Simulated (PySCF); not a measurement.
Molecule: `FC(F)(F)O[C@@]1(F)CCO1`, C₄H₄F₄O₂.

Geometry (Å), atoms numbered from 1 in this order:
```xyz
14

F     2.7753   -0.4078    1.7020
C     2.1067    0.0497    0.6479
F     2.0180    1.3724    0.7882
F     2.8646   -0.1690   -0.4233
O     0.9195   -0.5715    0.6200
C     0.0199   -0.2716   -0.4106
F     0.5565   -0.7287   -1.5760
C    -1.4007   -0.7481   -0.1280
C    -1.7389    0.7451   -0.2495
O    -0.3514    1.0518   -0.5079
H    -1.8028   -1.3917   -0.9040
H    -1.5225   -1.1905    0.8547
H    -2.0822    1.2335    0.6623
H    -2.3627    1.0259   -1.0980
```

Frames of a GFN2-xTB Langevin trajectory at 200 K; GIAO PBE0/pcSseg-1 shieldings in PySCF 2.14.0 with density-fitted response routines, gas phase, non-relativistic; equivalent atoms averaged within each frame.

Scale: 19F (170.95 ppm) vs CFCl3; TMS for 13C (186.93 ppm), 1H (31.72 ppm); 17O (336.08 ppm) vs H2O (reference shieldings calculated alike). The references are static minima.

Problem. How do the shifts (ppm) fluctuate along the trajectory?

Solution. 
```csv
time (fs),F7,F1/F3/F4,C6,C2,C9,C8,O5,O10,H13,H14
250,-55.6,-82.3,132.8,123.9,65.8,33.6,199.5,137.7,4.60,4.46
425,-63.5,-52.2,132.7,134.8,68.8,39.3,195.4,151.4,5.14,5.30
625,-63.5,-65.6,128.8,130.3,63.3,47.3,186.9,140.2,4.46,5.11
800,-48.9,-65.2,128.3,129.9,64.1,43.2,188.4,127.5,5.20,4.83
1000,-50.8,-50.3,133.0,133.8,65.0,36.2,204.1,142.0,4.34,4.99
mean of frames,-56.5,-63.1,131.1,130.5,65.4,39.9,194.9,139.8,4.75,4.94
standard deviation,6.9,12.8,2.4,4.3,2.1,5.5,7.3,8.6,0.40,0.32
```

5 frames give an uncertainty of the mean of about the standard deviation over 2.2 at best, since frames this close in time may not be independent; classical motion lacks zero-point vibration, and the reference would need the same averaging.
